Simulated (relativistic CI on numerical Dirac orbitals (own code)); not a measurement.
# Electric-dipole transitions in O VII

Method of calculation: Dirac-Coulomb-Breit CI, KLI orbitals optimised for each configuration, QED by a radiative potential, valence Slater integrals scaled by 0.9, configuration energies shifted to the measured levels that pair with them (semi-empirical) (own radial code, finite nucleus).

Configurations in the expansion: 1s2, 1s 2s, 1s 2p, 1s 3s, 1s 3d, 1s 3p, 1s 4s, 1s 4d, 1s 4p, 1s 5d, 1s 5p, 1s 6d, 1s 6p, 1s 7p. Levels of other configurations are missing.

| λ vac (Å) | Lower | Upper | A (s⁻¹) | E lower (10³ cm⁻¹) | E upper (10³ cm⁻¹) |
| --- | --- | --- | --- | --- | --- |
| 18.627 | 1s2 1S_0 [1] | 1s 3p 1P°_1 [17] | 1.06e+12 | 0.0 | 5368.5 |
| 21.612 | 1s2 1S_0 [1] | 1s 2p 1P°_1 [7] | 3.45e+12 | 0.0 | 4627.0 |
| 86.068 | 1s 2p 3P°_2 [6] | 1s 5d 3D_3 [33] | 2.46e+10 | 4586.2 | 5748.1 |
| 91.050 | 1s 2s 3S_1 [2] | 1s 4p 3P°_2 [22] | 2.18e+10 | 4524.6 | 5622.9 |
| 96.086 | 1s 2p 3P°_1 [5] | 1s 4d 3D_2 [24] | 3.99e+10 | 4585.7 | 5626.4 |
| 96.134 | 1s 2p 3P°_2 [6] | 1s 4d 3D_3 [25] | 5.34e+10 | 4586.2 | 5626.4 |
| 100.04 | 1s 2p 1P°_1 [7] | 1s 4d 1D_2 [26] | 4.93e+10 | 4627.0 | 5626.7 |
| 120.21 | 1s 2s 3S_1 [2] | 1s 3p 3P°_2 [12] | 5.14e+10 | 4524.6 | 5356.5 |
| 120.23 | 1s 2s 3S_1 [2] | 1s 3p 3P°_1 [11] | 5.15e+10 | 4524.6 | 5356.4 |
| 127.11 | 1s 2s 1S_0 [3] | 1s 3p 1P°_1 [17] | 5.22e+10 | 4581.9 | 5368.5 |
| 128.41 | 1s 2p 3P°_0 [4] | 1s 3d 3D_1 [13] | 8.99e+10 | 4585.6 | 5364.4 |
| 128.41 | 1s 2p 3P°_1 [5] | 1s 3d 3D_2 [14] | 1.20e+11 | 4585.7 | 5364.4 |
| 128.42 | 1s 2p 3P°_1 [5] | 1s 3d 3D_1 [13] | 6.74e+10 | 4585.7 | 5364.4 |
| 128.50 | 1s 2p 3P°_2 [6] | 1s 3d 3D_3 [15] | 1.62e+11 | 4586.2 | 5364.5 |
| 128.50 | 1s 2p 3P°_2 [6] | 1s 3d 3D_2 [14] | 3.99e+10 | 4586.2 | 5364.4 |
| 135.53 | 1s 2p 1P°_1 [7] | 1s 3d 1D_2 [16] | 1.54e+11 | 4627.0 | 5364.9 |
| 255.28 | 1s 3p 3P°_1 [11] | 1s 5d 3D_2 [32] | 6.20e+09 | 5356.4 | 5748.1 |
| 255.38 | 1s 3p 3P°_2 [12] | 1s 5d 3D_3 [33] | 8.30e+09 | 5356.5 | 5748.1 |
| 263.38 | 1s 3p 1P°_1 [17] | 1s 5d 1D_2 [34] | 8.34e+09 | 5368.5 | 5748.2 |
| 353.10 | 1s 3s 3S_1 [8] | 1s 4p 3P°_2 [22] | 6.45e+09 | 5339.7 | 5622.9 |
| 353.18 | 1s 3s 3S_1 [8] | 1s 4p 3P°_1 [21] | 6.47e+09 | 5339.7 | 5622.9 |
| 366.84 | 1s 3s 1S_0 [9] | 1s 4p 1P°_1 [27] | 7.14e+09 | 5355.5 | 5628.1 |
| 370.27 | 1s 3p 3P°_0 [10] | 1s 4d 3D_1 [23] | 9.25e+09 | 5356.3 | 5626.4 |
| 370.29 | 1s 3p 3P°_1 [11] | 1s 4d 3D_2 [24] | 1.24e+10 | 5356.4 | 5626.4 |
| 370.30 | 1s 3p 3P°_1 [11] | 1s 4d 3D_1 [23] | 6.94e+09 | 5356.4 | 5626.4 |
| 370.48 | 1s 3p 3P°_2 [12] | 1s 4d 3D_3 [25] | 1.66e+10 | 5356.5 | 5626.4 |
| 370.51 | 1s 3p 3P°_2 [12] | 1s 4d 3D_2 [24] | 4.13e+09 | 5356.5 | 5626.4 |
| 387.42 | 1s 3p 1P°_1 [17] | 1s 4d 1D_2 [26] | 1.72e+10 | 5368.5 | 5626.7 |
| 524.49 | 1s 4p 3P°_2 [22] | 1s 6d 3D_3 [41] | 2.05e+09 | 5622.9 | 5813.6 |
| 538.85 | 1s 4p 1P°_1 [27] | 1s 6d 1D_2 [42] | 2.17e+09 | 5628.1 | 5813.7 |
| 771.14 | 1s 4s 3S_1 [18] | 1s 5p 3P°_2 [30] | 1.66e+09 | 5616.1 | 5745.8 |
| 771.33 | 1s 4s 3S_1 [18] | 1s 5p 3P°_1 [29] | 1.67e+09 | 5616.1 | 5745.7 |
| 798.59 | 1s 4p 3P°_0 [20] | 1s 5d 3D_1 [31] | 1.93e+09 | 5622.9 | 5748.1 |
| 798.62 | 1s 4p 3P°_1 [21] | 1s 5d 3D_2 [32] | 2.59e+09 | 5622.9 | 5748.1 |
| 798.63 | 1s 4p 3P°_1 [21] | 1s 5d 3D_1 [31] | 1.45e+09 | 5622.9 | 5748.1 |
| 798.97 | 1s 4p 3P°_2 [22] | 1s 5d 3D_3 [33] | 3.48e+09 | 5622.9 | 5748.1 |
| 799.04 | 1s 4p 3P°_2 [22] | 1s 5d 3D_2 [32] | 8.63e+08 | 5622.9 | 5748.1 |
| 832.43 | 1s 4p 1P°_1 [27] | 1s 5d 1D_2 [34] | 3.75e+09 | 5628.1 | 5748.2 |
| 1473.8 | 1s 5p 3P°_0 [28] | 1s 6d 3D_1 [39] | 5.73e+08 | 5745.7 | 5813.6 |
| 1473.9 | 1s 5p 3P°_1 [29] | 1s 6d 3D_2 [40] | 7.70e+08 | 5745.7 | 5813.6 |
| 1474.4 | 1s 5p 3P°_2 [30] | 1s 6d 3D_3 [41] | 1.03e+09 | 5745.8 | 5813.6 |
| 1533.0 | 1s 5p 1P°_1 [35] | 1s 6d 1D_2 [42] | 1.15e+09 | 5748.5 | 5813.7 |
| 1623.7 | 1s 2s 3S_1 [2] | 1s 2p 3P°_2 [6] | 8.22e+07 | 4524.6 | 4586.2 |
| 5957.5 | 1s 3s 3S_1 [8] | 1s 3p 3P°_2 [12] | 1.02e+07 | 5339.7 | 5356.5 |
| 14620.6 | 1s 4s 3S_1 [18] | 1s 4p 3P°_2 [22] | 2.33e+06 | 5616.1 | 5622.9 |

Terms are leading LS components. Brackets give the number of a level in order of energy, since labels repeat. The list gives strong lines, with weight on those to low levels, without lines whose two gauges differ by over a factor of 2.5, and without 2 lines that miss the measured interval by over 7 %, start from a term whose rates miss tabulated ones by over 60 %, have gauges far apart or, lacking measured levels, span too small a gap for the errors found; lines with a level outside our table were not tested and can miss by more. Levels whose partners in the same complex of configurations lie outside the list can be far off, and so can their lines. Rates are taken at the computed energies, electric ones in the length gauge.

Configurations whose levels could be paired with our table of measured levels were shifted onto them, all but the ground configuration, by the median error of their levels; single terms can still be off by 1,000 to 2,000 cm⁻¹ or more, and rates follow the energies as ν³ (E1, M1) or ν⁵ (E2). The others borrow a shift and can be off by several thousand cm⁻¹ or more. 20 of the 20 excited levels that our extract of the measured tables holds in this range could be paired (the sources list more); they are missed by 234 cm⁻¹ on average and 2150 at most, after the shifts were fitted to these levels, and levels without a partner can miss by more.
